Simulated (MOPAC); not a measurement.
MOPAC input (PM6):

```
PM6 PRECISE GNORM=0.05 LET XYZ GEO-OK AUX(PRECISION=9) THREADS=1
C3H2O

C    -1.82422400 1   -0.00727500 1   -0.06648000 1
C    -0.54561500 1    0.31879700 1   -0.02996500 1
C     0.69460200 1   -0.03732300 1    0.02657300 1
O     1.85279800 1   -0.16939700 1    0.07307400 1
H    -2.60217500 1    0.74973500 1   -0.11870600 1
H    -2.16878700 1   -1.03975800 1   -0.04665000 1
```

From the output:

```
                                                       MOPAC v23.2.5 Linux

          FINAL HEAT OF FORMATION =         18.43201 KCAL/MOL =      77.11955 KJ/MOL

          COSMO AREA              =         93.10 SQUARE ANGSTROMS
          COSMO VOLUME            =         74.07 CUBIC ANGSTROMS

          GRADIENT NORM           =          0.04840          =       0.01976 PER ATOM
          IONIZATION POTENTIAL    =          9.126501 EV
          HOMO LUMO ENERGIES (EV) =         -9.127 -0.906
          NO. OF FILLED LEVELS    =         10
          MOLECULAR WEIGHT        =         54.0482         POINT GROUP:  C2v

          MOLECULAR DIMENSIONS (Angstroms)

            Atom       Atom       Distance
            H     5    O     4     4.47809
            H     6    H     5     1.79999
            C     1    C     3     0.00005

          SCF CALCULATIONS        =         33

   ATOM   CHEMICAL          X               Y               Z
  NUMBER   SYMBOL      (ANGSTROMS)     (ANGSTROMS)     (ANGSTROMS)

     1       C         -1.88554981  *   0.03256247  *  -0.06998538  *
     2       C         -0.56546143  *   0.00639206  *  -0.02089694  *
     3       C          0.74984200  *  -0.01994378  *   0.02807079  *
     4       O          1.91468073  *  -0.04319011  *   0.07136625  *
     5       H         -2.44472325  *   0.96301223  *  -0.11958353  *
     6       H         -2.48327285  *  -0.87494078  *  -0.06334173  *

                             CARTESIAN COORDINATES

   1    C       -1.885549814     0.032562475    -0.069985379
   2    C       -0.565461431     0.006392059    -0.020896941
   3    C        0.749841996    -0.019943779     0.028070788
   4    O        1.914680729    -0.043190107     0.071366252
   5    H       -2.444723246     0.963012226    -0.119583528
   6    H       -2.483272854    -0.874940783    -0.063341732

           Empirical Formula: C3 H2 O  =     6 atoms

      MOLECULAR POINT GROUP   :   C2v

                  EIGENVALUES
 -33.75335 -27.06194 -24.80623 -18.02749 -16.22783 -16.02659 -15.68628 -14.92423
 -11.18797  -9.12650  -0.90620   1.04650   1.89588   2.81920   4.94577   5.44849
   5.54374   5.59313

              NET ATOMIC CHARGES AND DIPOLE CONTRIBUTIONS

  ATOM NO.   TYPE          CHARGE      No. of ELECS.   s-Pop       p-Pop
    1          C           0.043354        3.9566     1.11624     2.84040
    2          C          -0.559577        4.5596     1.06902     3.49056
    3          C           0.549153        3.4508     1.08207     2.36878
    4          O          -0.295056        6.2951     1.84301     4.45205
    5          H           0.131067        0.8689     0.86893
    6          H           0.131059        0.8689     0.86894
 DIPOLE           X         Y         Z       TOTAL
 POINT-CHG.    -2.711     0.054    -0.101     2.713
 HYBRID         0.517    -0.010     0.019     0.517
 SUM           -2.194     0.043    -0.081     2.196

          ATOMIC ORBITAL ELECTRON POPULATIONS

     Atom    s        px        py        pz
    1  C   1.11624   0.97545   1.09287   0.77209
    2  C   1.06902   0.96537   1.40691   1.11827
    3  C   1.08207   0.85339   0.87848   0.63691
    4  O   1.84301   1.26291   1.71531   1.47383
    5  H   0.86893
    6  H   0.86894

 **********************
 *                    *
 * JOB ENDED NORMALLY *
 *                    *
 **********************

 == MOPAC DONE ==
```

The geometry given is a B3LYP-D3(BJ)/def2-TZVP minimum.
